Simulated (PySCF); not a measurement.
**NMR data sheet: 1,3-dimethyl cyclohexene**

- Formula: C8H14
- SMILES: CC1=C[C@@H](C)CCC1
- InChI: InChI=1S/C8H14/c1-7-4-3-5-8(2)6-7/h6-7H,3-5H2,1-2H3/t7-/m0/s1
- Point group of the computed structure: C1
- Degrees of unsaturation: 2
- Carbon signals: 8
- Proton signals: 10

Structure with atom numbers: `[CH3:1][C:2]1=[CH:3][C@@H:4]([CH3:5])[CH2:6][CH2:7][CH2:8]1`. Hydrogens are named by the atom that carries them. Ha(C6), Ha(C7), Ha(C8) are cis to C5 on the ring; Hb(C6), Hb(C7), Hb(C8) are trans to C5 on the ring.

- NMR shieldings at PBE0/pcSseg-1/GIAO
- GFN2-xTB structure
- run in PySCF 2.14
- non-relativistic Hamiltonian, isolated molecule, one conformer, fast rotation and ring inversion assumed for equivalent nuclei

Chemical shifts δ = σref − σ; ¹H (σref 31.72) and ¹³C (σref 186.93) against TMS, all at this level.

| carbon | δC, type | δH (multiplicity) | HMBC from (2–3 bonds) | span of the C tensor (ppm) |
| --- | --- | --- | --- | --- |
| C1 | 27.5, CH3 | 1.78 (s) | H(C3), Ha(C8), Hb(C8) | 49 |
| C2 | 141.4, C | – | H(C3), H(C4), Ha(C8), Hb(C8), Ha(C7), H(C1), Hb(C7) | 225 |
| C3 | 135.4, CH | 5.56 (d) | H(C4), Ha(C8), Hb(C8), H(C1), Hb(C6), H(C5), Ha(C6) | 182 |
| C4 | 35.3, CH | 2.20 (m) | H(C3), Ha(C7), Hb(C6), Hb(C7), H(C5), Ha(C6) | 19 |
| C5 | 24.5, CH3 | 1.00 (d) | H(C3), H(C4), Hb(C6), Ha(C6) | 40 |
| C6 | 35.6, CH2 | Hb(C6) 1.77 (m); Ha(C6) 0.89 (m) | H(C3), H(C4), Ha(C8), Hb(C8), Ha(C7), Hb(C7), H(C5) | 22 |
| C7 | 26.9, CH2 | Ha(C7) 1.81 (m); Hb(C7) 1.51 (m) | H(C4), Ha(C8), Hb(C8), Hb(C6), Ha(C6) | 7 |
| C8 | 33.8, CH2 | Ha(C8) 1.99 (m); Hb(C8) 1.82 (m) | H(C3), Ha(C7), H(C1), Hb(C6), Hb(C7), Ha(C6) | 21 |

- Carbon types of the structure: 1 × C, 2 × CH, 3 × CH2, 2 × CH3, which accounts for all hydrogens.
- δC 141.4: fully substituted alkene carbon; as expected for a trigonal carbon in a double bond.
- δC 135.4: alkene CH; the olefinic region.
- δC 35.3: allylic sp3 CH; saturated and bonded to C and H only.
- δH 5.56: hydrogen on an alkene CH; olefinic region.
- δH 2.20: hydrogen on an allylic sp3 CH; allylic position.

Shifts are as computed. Against solution values, carbons near 30 ppm lie about +3 ppm off and those near 130 ppm about +5 ppm. Of 1211 compounds with measured shifts, 218 miss one by over three times the rms of a fit or turn the order of signals round; such compounds aren't used in these exercises. Multiplicities follow the n + 1 count of equivalent neighbours, as no J values were calculated; m marks all less simple cases, F and P coupling included.
